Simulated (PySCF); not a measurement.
**Working out the ionisation energy of Ni⁺**

Ni⁺ [Ar] 3d9 (2D) → Ni²⁺ [Ar] 3d8 (3F). Computed with PySCF 2.14 in x2c-SVPall (5s3p3d1f, 36 functions), with the spin-free X2C one-electron Hamiltonian (Gaussian nucleus). Frozen: [Ar]. Energies in hartree (1 hartree = 27.21139 eV):

```
             part   Ni⁺ (lower)  Ni²⁺ (upper)
              UHF  -1518.532645  -1517.980151
MP2 opposite-spin     -0.154492     -0.090692
    MP2 same-spin     -0.094030     -0.058830
```

Problem. What does Hartree-Fock give?

Solution. (-1517.980151) − (-1518.532645) = 0.552494 hartree = 15.034 eV.

Problem. What do MP2 and SCS-MP2 (6/5 opposite-spin, 1/3 same-spin) give?

Solution. The opposite-spin parts differ by 1.736 eV and the same-spin parts by 0.958 eV. MP2: 15.034 + (1.736) + (0.958) = 17.728 eV. SCS-MP2: 15.034 + 1.2 × (1.736) + (0.958)/3 = 17.437 eV.

Reference: 18.169 eV (measured; NIST Atomic Spectra Database, ionization energies), between the lowest levels; spin-orbit coupling is absent from the calculation.

A double-zeta basis recovers only part of the correlation energy.

What remains against the reference includes basis incompleteness, the frozen core and correlation beyond second order.
